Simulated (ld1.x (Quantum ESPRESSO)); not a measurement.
**Before and after: TM potential for technetium (Tc)**

- Element: Tc (Z = 43)
- Generator: ld1.x (Quantum ESPRESSO) 7.5
- Type: norm-conserving Troullier–Martins (Kleinman–Bylander form)
- Functional: revPBE
- Relativity: scalar-relativistic
- Frozen core: [Kr]
- Valence charge: 7
- Reference configuration: 4d5 5s1.5 5p0 (charge +0.5)
- Partial waves: 5p (bound, empty): rc 2.50 bohr; 4d (bound): rc 1.50 bohr; 5s (bound): rc 2.55 bohr
- Local potential: the s channel
- Core correction: a·sin(br)/r model core inside 1.45 bohr

Change: all radii but the core radius scaled by about 1.18 (s 3.02, p 2.96, d 1.78 bohr).

Cutoffs: the cutoffs (Ry, on a coarse ladder) from which the occupation-weighted sum of valence levels, in a spherical-Bessel basis at the reference potential, stays within 10 and 1 mRy of its value at 400 Ry; they do not see the model core or the augmentation charge, which bear on the density cutoff. Errors are all-electron minus pseudo energies relative to the spin-unpolarised reference configuration.

**Question.** How do hardness, ghosts and transferability respond?

**Answer.** The potential gets softer (50 Ry and 60 Ry → 45 Ry and 55 Ry); of the 7 tests that both files solve, the error grows in 1 and shrinks in 1 by more than 15 % and 0.3 meV (median size 25.8 → 22.9 meV); neither file shows a bound ghost. A larger radius leaves more room for a smooth pseudo-wave, so fewer plane waves are needed.

| quantity | base | changed |
| --- | --- | --- |
| cutoff, loose | 50 Ry | 45 Ry |
| cutoff, tight | 60 Ry | 55 Ry |
| bound ghosts | none | none |
| error for 4d5 5s2 5p0, meV [ΔE -3.24 eV] | -0.9 | -0.5 |
| error for 4d5 5s1 5p0, meV [ΔE 4.82 eV] | -3.3 | -2.9 |
| error for 4d5 5s0 5p0, meV [ΔE 19.52 eV] | -38 | -38 |
| error for 4d5 5s0 5p2, meV [ΔE 4.42 eV] | -7.4 | -14 |
| error for 4d4 5s2 5p0, meV [ΔE 8.36 eV] | -167 | -143 |
| error for 4d5.5 5s1.5 5p0, meV [ΔE -3.89 eV] | -26 | -23 |
| error for 4d6 5s0 5p0, meV [ΔE 2.77 eV] | -183 | -163 |
